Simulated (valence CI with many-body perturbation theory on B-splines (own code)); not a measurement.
E1 line list for Pm12+

Calculated by valence CI with perturbative core correlation (CI+MBPT): three valence electrons over a frozen Dirac-Fock core [Kr] 4d10, radial functions for each j: 7 s, 7 p, 7 d, 7 f, 4 g, 2 h, with the one-electron correlation potential Σ1 (screened to all orders), the two-electron term Σ2, the three-electron term Σ3, Breit, model QED; selected single and double excitations, second order for the rest, scaled by the run's own slope (own B-spline code, finite nucleus).

No measured spectrum was set against this ion. As an estimate, terms of the open shell hold to a few per cent of their energy, and close levels can change places; configurations with another count of f electrons can be misplaced by thousands of cm⁻¹.

Lines 51 to 100 of 579 in falling wavelength, among levels below 483520 cm⁻¹, chosen from the strongest by gf and those to the six lowest levels. Wavelengths and rates use the calculated energies, so an error of 2000 cm⁻¹ moves a line at 57.47 nm by 1.1 % and its rate by three times that or more. Electric multipoles are in the length gauge, E1 and E2 with the static RPA response of the core. Weak lines are less certain than strong ones. Lines between different terms over intervals too small for the method are left out, as are lines whose strength nearly cancels. Where a level lies close to another of its J and parity, the split of strength between their lines is uncertain.

Names give the largest LS component (configuration and term), which can be under half, so a name can repeat, a term be missing and a line seem to break the LS rules; names also repeat where a configuration has a term twice. Letters in brackets count levels of one name in rising energy.

```tsv
λ vac (nm)	Upper	Lower	A (s⁻¹)	S (a.u.) with core polarisation	S without
57.47	4f2 5p 4H°_7/2	4f2 5s 2H_9/2	5.76e+08	4.31e-01	5.62e-01
57.29	4f 5s 5p 2F_5/2 [a]	4f 5s2 2F°_7/2	2.95e+08	1.64e-01	2.17e-01
57.08	4f2 5p 4D°_7/2 [a]	4f2 5s 2F_7/2	3.48e+08	2.55e-01	3.33e-01
56.93	4f2 5p 4I°_11/2	4f2 5s 2H_9/2	6.28e+08	6.86e-01	8.92e-01
56.91	4f2 5p 4G°_11/2 [a]	4f2 5s 2H_11/2	1.49e+09	1.63e+00	2.12e+00
56.89	4f2 5p 2D°_5/2 [a]	4f2 5s 2F_5/2	6.87e+08	3.75e-01	4.88e-01
56.77	5s 5p2 4P_1/2	5s2 5p 2P°_1/2	7.57e+08	1.37e-01	1.83e-01
56.76	4f2 5p 4H°_9/2 [a]	4f2 5s 2H_9/2	3.94e+08	3.55e-01	4.62e-01
56.52	4f3 2G°_9/2	4f2 5s 4H_11/2	6.11e+05	5.44e-04	7.05e-04
56.39	4f2 5p 4H°_13/2	4f2 5s 2H_11/2	1.34e+09	1.66e+00	2.16e+00
56.39	4f2 5p 4I°_11/2	4f2 5s 4F_9/2	2.38e+08	2.53e-01	3.29e-01
56.33	4f2 5p 4I°_9/2	4f2 5s 4H_11/2	1.31e+07	1.15e-02	1.50e-02
56.31	4f2 5p 2F°_7/2 [a]	4f2 5s 2F_7/2	4.13e+08	2.91e-01	3.78e-01
56.23	4f2 5p 2G°_9/2 [a]	4f2 5s 2G_9/2	1.66e+08	1.45e-01	1.89e-01
56.22	4f2 5p 4H°_9/2 [a]	4f2 5s 4F_9/2	6.20e+08	5.44e-01	7.08e-01
56.12	4f 5s 5p 2G_7/2 [a]	4f 5s2 2F°_7/2	7.92e+08	5.52e-01	7.29e-01
55.82	4f2 5p 2D°_5/2 [a]	4f2 5s 2G_7/2	4.20e+08	2.16e-01	2.82e-01
55.66	4f2 5p 4D°_7/2 [a]	4f2 5s 2F_5/2	3.18e+08	2.16e-01	2.81e-01
55.66	4f3 2G°_9/2	4f2 5s 4H_9/2	6.50e+06	5.53e-03	7.19e-03
55.65	4f 5s 5p 2F_5/2 [a]	4f 5s2 2F°_5/2	3.09e+08	1.58e-01	2.09e-01
55.56	4f2 5p 4D°_1/2 [a]	4f2 5s 4P_3/2	1.62e+09	2.75e-01	3.59e-01
55.56	4f2 5p 2F°_5/2 [a]	4f2 5s 2D_3/2	1.66e+09	8.42e-01	1.10e+00
55.56	4f2 5p 2G°_9/2 [a]	4f2 5s 2G_7/2	9.86e+08	8.35e-01	1.09e+00
55.47	4f2 5p 4I°_9/2	4f2 5s 4H_9/2	1.20e+09	1.01e+00	1.32e+00
55.44	4f2 5p 2S°_1/2	4f2 5s 4P_3/2	7.69e+08	1.29e-01	1.69e-01
55.42	4f2 5p 2F°_5/2 [a]	4f2 5s 2D_5/2	1.06e+09	5.33e-01	6.94e-01
55.39	4f2 5p 2H°_9/2 [a]	4f2 5s 2F_7/2	1.44e+09	1.21e+00	1.58e+00
55.37	4f2 5p 4D°_3/2 [a]	4f2 5s 4P_5/2	5.70e+08	1.91e-01	2.49e-01
55.30	4f2 5p 2I°_11/2 [a]	4f2 5s 2I_11/2	2.69e+09	2.70e+00	3.51e+00
55.29	4f2 5p 2P°_3/2 [a]	4f2 5s 2D_3/2	4.68e+08	1.56e-01	2.03e-01
55.28	4f2 5p 2I°_11/2 [a]	4f2 5s 2I_13/2	1.89e+09	1.89e+00	2.47e+00
55.25	4f2 5p 4G°_7/2 [a]	4f2 5s 2H_9/2	3.34e+08	2.22e-01	2.89e-01
55.21	4f3 2G°_7/2 [b]	4f2 5s 4H_9/2	4.40e+06	2.93e-03	3.80e-03
55.17	4f2 5p 4D°_1/2 [a]	4f2 5s 4P_1/2	2.10e+09	3.47e-01	4.53e-01
55.15	4f2 5p 4I°_11/2	4f2 5s 4H_13/2	1.01e+08	1.00e-01	1.30e-01
55.14	4f2 5p 2P°_3/2 [a]	4f2 5s 2D_5/2	3.61e+09	1.19e+00	1.56e+00
55.12	4f2 5p 2K°_13/2	4f2 5s 2I_11/2	1.67e+09	1.93e+00	2.51e+00
55.10	4f2 5p 2K°_13/2	4f2 5s 2I_13/2	2.97e+09	3.43e+00	4.47e+00
55.06	4f3 2G°_9/2	4f2 5s 4H_7/2	1.81e+07	1.49e-02	1.94e-02
55.04	4f2 5p 2S°_1/2	4f2 5s 4P_1/2	1.17e+09	1.93e-01	2.52e-01
55.02	4f3 2F°_5/2 [b]	4f2 5s 2D_3/2	6.82e+08	3.37e-01	4.38e-01
54.90	4f2 5p 4G°_5/2 [a]	4f2 5s 4F_5/2	1.40e+09	6.84e-01	8.91e-01
54.88	4f3 2F°_5/2 [b]	4f2 5s 2D_5/2	4.79e+08	2.35e-01	3.06e-01
54.88	4f2 5p 4I°_9/2	4f2 5s 4H_7/2	2.44e+09	1.99e+00	2.59e+00
54.80	4f2 5p 2D°_5/2 [b]	4f2 5s 4P_5/2	1.49e+09	7.28e-01	9.48e-01
54.74	4f2 5p 4G°_7/2 [a]	4f2 5s 4F_9/2	6.16e+08	3.99e-01	5.21e-01
54.69	4f2 5p 4D°_3/2 [a]	4f2 5s 4P_3/2	1.94e+09	6.26e-01	8.16e-01
54.64	4f2 5p 4D°_7/2 [a]	4f2 5s 2G_7/2	5.33e+08	3.43e-01	4.47e-01
54.63	4f3 2G°_7/2 [b]	4f2 5s 4H_7/2	3.13e+06	2.02e-03	2.63e-03
54.56	4f2 5p 2F°_7/2 [a]	4f2 5s 2G_9/2	3.09e+09	1.98e+00	2.58e+00
```
